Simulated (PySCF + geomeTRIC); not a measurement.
Species: [Zr(OCH3)4] (charge 0, multiplicity 1).

Task: Give a relaxed geometry from BP86-D3(BJ)/def2-SVP in PySCF + geomeTRIC.

Result: One answer among several that fit: the end point of this relaxation, one of several conformers.
Cartesian coordinates (Å) in one orientation:
```xyz
21

Zr    -0.080    -0.156     0.230
O      1.525     0.631    -0.535
C      2.684     1.204    -1.052
H      2.551     1.494    -2.121
H      3.545     0.497    -1.000
H      2.970     2.123    -0.487
O      0.207    -2.058     0.521
C      0.416    -3.422     0.709
H      0.594    -3.943    -0.261
H     -0.467    -3.904     1.192
H      1.301    -3.611     1.361
O     -0.474     0.711     1.925
C     -0.757     1.329     3.141
H     -1.018     0.580     3.926
H     -1.617     2.033     3.048
H      0.118     1.913     3.512
O     -1.574     0.103    -0.988
C     -2.620     0.323    -1.880
H     -3.135    -0.631    -2.144
H     -2.256     0.782    -2.829
H     -3.385     1.009    -1.447
```
